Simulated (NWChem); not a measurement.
All runs are NWChem calculations. System: Te, charge 0, spin multiplicity 3. Its SCF solution wasn't tested for a lower state. Level: UB3LYP/def2-TZVP with def2 effective core potentials on Te, VWN1-RPA local correlation.

Job file:

```
start mol
memory heap 200 mb stack 900 mb global 1100 mb
geometry units angstroms nocenter noautoz
  Te     0.000000     0.000000     0.000000
  symmetry group D2h
end
basis spherical
  * library def2-tzvp
end
ecp
  Te library def2-ecp
end
dft
  xc b3lyp
  odft
  mult 3
  semidirect memsize 60000000 filesize 0
  iterations 100
end
task dft energy
```

Output (cleaned and shortened):

```
             Northwest Computational Chemistry Package (NWChem) 7.3.0
             --------------------------------------------------------

                                NWChem Input Module
                                -------------------

 Scaling coordinates for geometry "geometry" by  1.889725989
 (inverse scale =  0.529177249)

                             Geometry "geometry" -> ""
                             -------------------------

 Output coordinates in angstroms (scale by  1.889725989 to convert to a.u.)

  No.       Tag          Charge          X              Y              Z
 ---- ---------------- ---------- -------------- -------------- --------------
    1 Te                  52.0000     0.00000000     0.00000000     0.00000000

 Effective nuclear repulsion energy (a.u.)       0.0000000000

            Nuclear Dipole moment (a.u.)
            ----------------------------
        X                 Y               Z
 ---------------- ---------------- ----------------
     0.0000000000     0.0000000000     0.0000000000

      Symmetry information
      --------------------

 Group name             D2h
 Group number             26
 Group order               8
 No. of unique centers     1

      Symmetry unique atoms

     1


 Summary of "ao basis" -> "" (spherical)
 ------------------------------------------------------------------------------
       Tag                 Description            Shells   Functions and Types
 ---------------- ------------------------------  ------  ---------------------
 *                         def2-tzvp                  on all atoms

                                 NWChem DFT Module
                                 -----------------

 Summary of "ao basis" -> "ao basis" (spherical)
 ------------------------------------------------------------------------------
       Tag                 Description            Shells   Functions and Types
 ---------------- ------------------------------  ------  ---------------------
 Te                        def2-tzvp                16       50   6s5p3d2f

 Summary of "ao basis" -> "ao basis" (spherical)
 ------------------------------------------------------------------------------
       Tag                 Description            Shells   Functions and Types
 ---------------- ------------------------------  ------  ---------------------
 Te                        def2-tzvp                16       50   6s5p3d2f

      Symmetry analysis of basis
      --------------------------

        ag         12
        au          2
        b1g         3
        b1u         9
        b2g         3
        b2u         9
        b3g         3
        b3u         9

            General Information
            -------------------
          SCF calculation type: DFT
          Wavefunction type:  spin polarized.
          No. of atoms     :     1
          No. of electrons :    24
           Alpha electrons :    13
            Beta electrons :    11
          Charge           :     0
          Spin multiplicity:     3
          Use of symmetry is: on ; symmetry adaption is: on
          Maximum number of iterations: 100
          AO basis - number of functions:    50
                     number of shells:    16
          Convergence on energy requested:  1.00D-06
          Convergence on density requested:  1.00D-05
          Convergence on gradient requested:  5.00D-04

              XC Information
              --------------
                         B3LYP Method XC Potential
                     Hartree-Fock (Exact) Exchange  0.200
                        Slater Exchange Functional  0.800 local
                    Becke 1988 Exchange Functional  0.720 non-local
              Lee-Yang-Parr Correlation Functional  0.810
                  VWN I RPA Correlation Functional  0.190 local

             Grid Information
             ----------------
          Grid used for XC integration:  medium
          Radial quadrature: Mura-Knowles
          Angular quadrature: Lebedev.
          Tag              B.-S. Rad. Rad. Pts. Rad. Cut. Ang. Pts.
          ---              ---------- --------- --------- ---------
          Te                  1.40      123           6.0       590
          Grid pruning is: on
          Number of quadrature shells:   123
          Spatial weights used:  Erf1

          Convergence Information
          -----------------------
          Convergence aids based upon iterative change in
          total energy or number of iterations.
          Levelshifting, if invoked, occurs when the
          HOMO/LUMO gap drops below (HL_TOL):  1.00D-02
          DIIS, if invoked, will attempt to extrapolate
          using up to (NFOCK): 10 stored Fock matrices.

                    Damping( 0%)  Levelshifting(0.5)       DIIS
                  --------------- ------------------- ---------------
          dE  on:    start            ASAP                start
          dE off:    2 iters        100 iters           100 iters

      Screening Tolerance Information
      -------------------------------
          Density screening/tol_rho:  1.00D-10
          AO Gaussian exp screening on grid/accAOfunc:  14
          CD Gaussian exp screening on grid/accCDfunc:  20
          XC Gaussian exp screening on grid/accXCfunc:  20
          Schwarz screening/accCoul:  1.00D-08

      Superposition of Atomic Density Guess
      -------------------------------------

 Sum of atomic energies:        -311.26825402

      Non-variational initial energy
      ------------------------------

 Total energy =    -266.760983
 1-e energy   =    -466.664462
[...]
------------------------------------------------------------
EAF file 0: "./mol.aoints.0" size=524288 bytes
------------------------------------------------------------
               write      read    awrite     aread      wait
               -----      ----    ------     -----      ----
     calls:        1         0         0         0         0
   data(b): 5.24e+05  0.00e+00  0.00e+00  0.00e+00
   time(s): 0.00e+00  0.00e+00  0.00e+00  0.00e+00  0.00e+00
rate(mb/s): 0.00e+00  0.00e+00
------------------------------------------------------------

 !! scf_movecs_sym_adapt:   34 vectors were symmetry contaminated

  Symmetry fudging

 !! scf_movecs_sym_adapt:   32 vectors were symmetry contaminated

 !! scf_movecs_sym_adapt:   26 vectors were symmetry contaminated

  Symmetry fudging

 !! scf_movecs_sym_adapt:   26 vectors were symmetry contaminated

   convergence    iter        energy       DeltaE   RMS-Dens  Diis-err    time
 ---------------- ----- ----------------- --------- --------- ---------  ------
 d= 0,ls=0.0,diis     1   -268.0599961494 -2.68D+02  8.55D-03  3.49D-02     1.0
                                                     8.53D-03  2.43D-02

 !! scf_movecs_sym_adapt:    2 vectors were symmetry contaminated

  Symmetry fudging
 d= 0,ls=0.0,diis     2   -268.0726239496 -1.26D-02  2.20D-03  2.10D-03     1.1
                                                     2.50D-03  1.48D-03
 d= 0,ls=0.0,diis     3   -268.0736137090 -9.90D-04  6.58D-04  8.94D-04     1.1
                                                     6.22D-04  8.26D-04
 d= 0,ls=0.0,diis     4   -268.0738761816 -2.62D-04  9.83D-05  3.79D-06     1.2
                                                     5.60D-05  1.51D-06

 !! scf_movecs_sym_adapt:    2 vectors were symmetry contaminated

  Symmetry fudging
 d= 0,ls=0.0,diis     5   -268.0738786200 -2.44D-06  7.59D-06  6.53D-08     1.2
                                                     1.35D-05  4.76D-08
 d= 0,ls=0.0,diis     6   -268.0738786706 -5.06D-08  9.45D-07  5.76D-10     1.3
                                                     7.47D-07  8.83D-10

         Total DFT energy =     -268.073878670600
      One electron energy =     -466.881090675879
           Coulomb energy =      219.640301975496
    Exchange-Corr. energy =      -20.833089970218
 Nuclear repulsion energy =        0.000000000000

 Numeric. integr. density =       24.000000084899

     Total iterative time =      0.8s

                  Occupations of the irreducible representations
                  ----------------------------------------------

                     irrep           alpha         beta
                     --------     --------     --------
                     ag                4.0          4.0
                     au                0.0          0.0
                     b1g               1.0          1.0
                     b1u               2.0          1.0
                     b2g               1.0          1.0
                     b2u               2.0          1.0
                     b3g               1.0          1.0
                     b3u               2.0          2.0

                    DFT Final Alpha Molecular Orbital Analysis
                    ------------------------------------------

 Vector   11  Occ=1.000000D+00  E=-2.790577D-01  Symmetry=b2u
              MO Center=  5.3D-32,  1.2D-14, -1.4D-30, r^2= 2.2D+00
   Bfn.  Coefficient  Atom+Function         Bfn.  Coefficient  Atom+Function
  ----- ------------  ---------------      ----- ------------  ---------------
    17      0.570727  1 Te py                11     -0.448241  1 Te py
    14      0.376459  1 Te py                20      0.243857  1 Te py
     8     -0.072117  1 Te py

 Vector   12  Occ=1.000000D+00  E=-2.790577D-01  Symmetry=b1u
              MO Center=  1.8D-30, -1.1D-30,  1.2D-14, r^2= 2.2D+00
   Bfn.  Coefficient  Atom+Function         Bfn.  Coefficient  Atom+Function
  ----- ------------  ---------------      ----- ------------  ---------------
    18      0.570727  1 Te pz                12     -0.448241  1 Te pz
    15      0.376459  1 Te pz                21      0.243857  1 Te pz
     9     -0.072117  1 Te pz

 Vector   13  Occ=1.000000D+00  E=-2.431838D-01  Symmetry=b3u
              MO Center= -2.4D-14, -8.0D-16, -2.4D-15, r^2= 2.3D+00
   Bfn.  Coefficient  Atom+Function         Bfn.  Coefficient  Atom+Function
  ----- ------------  ---------------      ----- ------------  ---------------
    16      0.535027  1 Te px                10     -0.439044  1 Te px
    13      0.372516  1 Te px                19      0.289308  1 Te px
     7     -0.070563  1 Te px

 Vector   14  Occ=0.000000D+00  E= 1.320622D-01  Symmetry=b1u
              MO Center= -1.6D-29,  8.6D-31,  1.9D-18, r^2= 7.3D+00
   Bfn.  Coefficient  Atom+Function         Bfn.  Coefficient  Atom+Function
  ----- ------------  ---------------      ----- ------------  ---------------
    21      1.554187  1 Te pz                18     -1.243612  1 Te pz
    12      0.253265  1 Te pz                15     -0.077323  1 Te pz
     9      0.040275  1 Te pz

 Vector   15  Occ=0.000000D+00  E= 1.320622D-01  Symmetry=b2u
              MO Center= -1.4D-30,  1.8D-18,  6.6D-32, r^2= 7.3D+00
   Bfn.  Coefficient  Atom+Function         Bfn.  Coefficient  Atom+Function
  ----- ------------  ---------------      ----- ------------  ---------------
    20      1.554187  1 Te py                17     -1.243612  1 Te py
    11      0.253265  1 Te py                14     -0.077323  1 Te py
     8      0.040275  1 Te py

 Vector   16  Occ=0.000000D+00  E= 1.438183D-01  Symmetry=b3u
              MO Center=  5.6D-17, -9.0D-15,  1.2D-14, r^2= 7.2D+00
   Bfn.  Coefficient  Atom+Function         Bfn.  Coefficient  Atom+Function
  ----- ------------  ---------------      ----- ------------  ---------------
    19      1.555759  1 Te px                16     -1.284337  1 Te px
    10      0.258071  1 Te px                13     -0.066123  1 Te px
     7      0.041066  1 Te px

                     DFT Final Beta Molecular Orbital Analysis
                     -----------------------------------------

 Vector    9  Occ=1.000000D+00  E=-1.599465D+00  Symmetry=ag
              MO Center=  4.3D-17, -8.2D-17, -3.2D-17, r^2= 3.1D-01
   Bfn.  Coefficient  Atom+Function         Bfn.  Coefficient  Atom+Function
  ----- ------------  ---------------      ----- ------------  ---------------
    26      0.789652  1 Te d  2              24     -0.455906  1 Te d  0
    31      0.128143  1 Te d  2              29     -0.073983  1 Te d  0

 Vector   10  Occ=1.000000D+00  E=-5.702379D-01  Symmetry=ag
              MO Center=  8.3D-17, -9.0D-18, -9.8D-17, r^2= 1.4D+00
   Bfn.  Coefficient  Atom+Function         Bfn.  Coefficient  Atom+Function
  ----- ------------  ---------------      ----- ------------  ---------------
     5      0.834090  1 Te s                  2      0.689387  1 Te s
     3     -0.581687  1 Te s                  6      0.445068  1 Te s
     1     -0.411932  1 Te s                  4     -0.388386  1 Te s

 Vector   11  Occ=1.000000D+00  E=-2.240285D-01  Symmetry=b3u
              MO Center=  2.4D-13,  1.0D-15, -2.0D-17, r^2= 2.4D+00
   Bfn.  Coefficient  Atom+Function         Bfn.  Coefficient  Atom+Function
  ----- ------------  ---------------      ----- ------------  ---------------
    16      0.507253  1 Te px                10     -0.433045  1 Te px
    13      0.371296  1 Te px                19      0.322824  1 Te px
     7     -0.069548  1 Te px

 Vector   12  Occ=0.000000D+00  E=-1.644539D-01  Symmetry=b2u
              MO Center= -1.0D-29,  3.7D-18,  2.9D-31, r^2= 2.5D+00
   Bfn.  Coefficient  Atom+Function         Bfn.  Coefficient  Atom+Function
  ----- ------------  ---------------      ----- ------------  ---------------
    17      0.476250  1 Te py                11     -0.423268  1 Te py
    20      0.365309  1 Te py                14      0.362345  1 Te py
     8     -0.068056  1 Te py

 Vector   13  Occ=0.000000D+00  E=-1.644539D-01  Symmetry=b1u
              MO Center= -4.9D-31,  5.9D-31,  5.4D-17, r^2= 2.5D+00
   Bfn.  Coefficient  Atom+Function         Bfn.  Coefficient  Atom+Function
  ----- ------------  ---------------      ----- ------------  ---------------
    18      0.476250  1 Te pz                12     -0.423268  1 Te pz
    21      0.365309  1 Te pz                15      0.362345  1 Te pz
     9     -0.068056  1 Te pz

 Vector   14  Occ=0.000000D+00  E= 1.471505D-01  Symmetry=b3u
              MO Center= -4.6D-19, -6.7D-31, -1.1D-30, r^2= 7.1D+00
   Bfn.  Coefficient  Atom+Function         Bfn.  Coefficient  Atom+Function
  ----- ------------  ---------------      ----- ------------  ---------------
    19      1.553405  1 Te px                16     -1.306581  1 Te px
    10      0.263895  1 Te px                13     -0.064419  1 Te px
     7      0.042002  1 Te px

   alpha - beta orbital overlaps
   -----------------------------

   alpha      1      2      3      4      5      6      7      8      9     10
    beta      1      2      3      4      5      6      7      8      9     10
 overlap   1.000  1.000  1.000  1.000  1.000  1.000  1.000  1.000  1.000  0.999

   alpha     11     12     13     14     15     16     17     18     19     20
    beta     12     13     11     15     16     14     21     20     17     18
 overlap   0.997  0.997  1.000  0.997  0.997  1.000  1.000  1.000  1.000  1.000

   alpha     21     22     23     24     25     26     27     28     29     30
    beta     19     22     23     24     25     26     27     28     29     30
 overlap   0.953  0.954  1.000  1.000  1.000  1.000  1.000  1.000  1.000  1.000

   alpha     31     32     33     34     35     36     37     38     39     40
    beta     31     32     34     33     35     36     37     38     39     40
 overlap   1.000  1.000  1.000  1.000  1.000  1.000  1.000  1.000  1.000  1.000

   alpha     41     42     43     44     45     46     47     48     49     50
    beta     41     42     43     44     45     46     47     48     49     50
 overlap   1.000  1.000  1.000  1.000  1.000  1.000  1.000  1.000  1.000  1.000

     --------------------------
     Expectation value of S2:
     --------------------------
      <S2> =      2.0026 (Exact =     2.0000)

 Task  times  cpu:        1.3s     wall:        1.3s

 Total times  cpu:        1.4s     wall:        1.4s
```
